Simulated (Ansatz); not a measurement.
```yaml
crystal:
  periodic: [false, false, false]
  atoms:
    - {symbol: Al, position_ang: [-0.029047, 1.474465, -1.119993]}
    - {symbol: O, position_ang: [0.128627, -0.137724, 0.053984]}
    - {symbol: Si, position_ang: [0.494076, 0.218324, 1.668710]}
    - {symbol: Si, position_ang: [-0.443831, -1.564577, -0.656306]}
    - {symbol: H, position_ang: [-1.216863, 0.886002, -2.021302]}
    - {symbol: H, position_ang: [-0.395079, 2.489674, 0.065118]}
    - {symbol: H, position_ang: [1.419167, 1.585903, -1.776081]}
    - {symbol: H, position_ang: [0.919134, -1.066612, 2.275064]}
    - {symbol: H, position_ang: [1.595747, 1.199450, 1.658517]}
    - {symbol: H, position_ang: [-0.718743, 0.729041, 2.339786]}
    - {symbol: H, position_ang: [-1.920874, -1.550731, -0.652884]}
    - {symbol: H, position_ang: [0.065253, -2.665809, 0.196842]}
    - {symbol: H, position_ang: [0.122930, -1.632008, -2.016656]}
basis:
  gaussian: {orbitals: def2-SVPD}
hamiltonian: {xc: {name: CCSD(T)}, dispersion: d3bjatm}
output: {forces: true}
```

```sh
$ ansatz run in.yaml --threads 2 --pin off --events-out ev --progress --plain --max-ram 20480MiB --backend cpu
```

It prints (some lines left out):

```
Error: YAML parse error: error: line 19 column 19: hamiltonian.xc: no functional is named "CCSD(T)"; the names, which are not case-sensitive, are SVWN5, SPW92, PBE, PBE0, PBEsol, revPBE, revPBE0, RPBE, rPW86-PBE, HSE06, wPBEh, LC-wPBE, HISS, HF, BLYP, B3LYP, B3LYP5, BHLYP, CAM-B3LYP, r2SCAN, r2SCANh, r2SCAN0, r2SCAN50, m-r2SCAN, B97, wB97, wB97X, wB97X-V, B97M-V, wB97M-V, B2PLYP, B2GP-PLYP, PBE0-DH, PBE-QIDH
17 | basis:
18 |   gaussian: {orbitals: def2-SVPD}
19 | hamiltonian: {xc: {name: CCSD(T)}, dispersion: d3bjatm}
20 | output: {forces: true}
```

(1) What is wrong with this run?

## Answers

(1) The method's name isn't one that the program takes here. The program refused the input.

HSE06 is defined as in plane-wave codes.
